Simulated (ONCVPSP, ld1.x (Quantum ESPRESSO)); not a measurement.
Potentials for nickel compared

Generated with ld1.x 7.5 (TM, RRKJ, ultrasoft, PAW), atompaw 4.2 or ONCVPSP 4.0.1. The cutoff is in Ry: for ld1.x and atompaw files where the sum of valence levels is converged to 10 mRy in a Bessel basis, for ONCV files where the hardest occupied wave has 1 mHa per electron of residual kinetic energy. The error is the largest all-electron minus pseudo excitation energy over each file’s own four to seven test configurations (ionisations up to +4, promotions, holes and added fractions of an electron), all of which were solved. The labels leave out finer settings (local radius, basis sizes, second energies), which also bear on the numbers. Spin-polarised tests are not counted. The rows are a selection from randomly drawn settings: files with unsolved tests, undetermined cutoffs or missed reference levels are left out.

A true bound ghost makes a file unfit for plane-wave use even where its test errors are small: the radial tests pick states by their node count and pass the ghost by.

| potential | cutoff (Ry) | largest error (meV) | bound ghosts |
| --- | --- | --- | --- |
| ONCV, PBE, scalar-relativistic, rc 1.25/1.00/0.90 (spd), local smoothed, core correction yes, reference 3s2 3p6 3d7, qcut 10.5/17.2/20.4, projectors 2/3/1 | 270 | -4.5 | none |
| TM, PBE, scalar-relativistic, rc 1.25/1.05/1.35 (spd), local smoothed, core correction no, reference 3s2 3p6 3d8 4s0 4p0 | 140 | +1374 | none |
| ONCV, PBEsol, scalar-relativistic, rc 1.10/1.20/1.45 (spd), local smoothed, core correction yes, reference 3s2 3p6 3d8, qcut 12/8.9/9.4, projectors 1/2/2 | 100 | +487 | none |
| ONCV, PBE, scalar-relativistic, rc 0.70/0.70/1.10 (spd), local smoothed, core correction no, reference 3s2 3p6 3d7, qcut 11.2/13.6/12.5, projectors 2/3/2 | 212 | +23 | p |
| ONCV, PBE, scalar-relativistic, rc 1.15/1.10/0.85 (spd), local d, core correction yes, reference 3s2 3p6 3d8 4s2, qcut 8.9/14.8/18.7, projectors 3/2/0 | 250 | -27 | none |
| ONCV, PBEsol, scalar-relativistic, rc 1.25/0.80/1.30 (spd), local smoothed, core correction yes, reference 3s2 3p6 3d8 4s2, qcut 10.8/10/11.4, projectors 3/2/2 | 109 | +5.0 | none |
| TM, PBEsol, non-relativistic, rc 1.60/0.80/1.00 (spd), local p, core correction no, reference 3p6 3d7 4s0 4p0 | 230 | +92 | s |

(1) Fill in the row for Ni: ONCV, PBE, scalar-relativistic, rc 1.10/0.90/1.65 (spd), local smoothed, core correction yes, reference 3s2 3p6 3d8 4s1.5, qcut 13.4/13.9/8.4, projectors 2/2/2.

## Answers

(1) cutoff 115 Ry, largest error +110 meV, bound ghosts: none.
